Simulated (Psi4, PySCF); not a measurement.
Two rigid molecules brought together: C3H6 ··· H3O+ (SMILES C1CC1 and [OH3+]) (charge +1). Monomers: optimised at B3LYP-D3(BJ) (def2-TZVP), held rigid. Orientation: lowest of the rigid-body minima from ten starts at GFN2-xTB. R is the distance of the centres of mass, along which the second monomer moves.

- MP2/aug-cc-pVDZ = DF-MP2/aug-cc-pVDZ, frozen core, counterpoise-corrected run with Psi4
- HF/aug-cc-pVDZ, counterpoise-corrected (Psi4)
- RKS-B3LYP/6-31G* = PySCF 2.14.0 with restricted B3LYP/6-31G*, spherical d, no counterpoise correction
- SAPT0/jun-cc-pVDZ, frozen core (Psi4)

Interaction energies in kcal/mol:

```tsv
R / Å	MP2/aug-cc-pVDZ	HF/aug-cc-pVDZ	RKS-B3LYP/6-31G*
2.56	14.40	23.08	12.32
2.76	-7.69	-0.48	-8.88
2.96	-16.39	-10.57	-17.28
3.14	-18.35	-13.63	-19.22
3.33	-17.57	-13.82	-18.47
3.50	-15.83	-12.82	-16.69
3.87	-11.52	-9.67	-11.99
4.17	-8.58	-7.35	-8.67
4.68	-5.19	-4.57	-4.82
5.36	-2.84	-2.57	-2.30
6.34	-1.37	-1.28	-1.07
7.62	-0.65	-0.62	-0.52
```

Predict the corresponding SAPT0/jun-cc-pVDZ column.

2.56: 10.03; 2.76: -8.47; 2.96: -15.30; 3.14: -16.44; 3.33: -15.33; 3.50: -13.62; 3.87: -9.84; 4.17: -7.37; 4.68: -4.51; 5.36: -2.49; 6.34: -1.23; 7.62: -0.60 (kcal/mol).
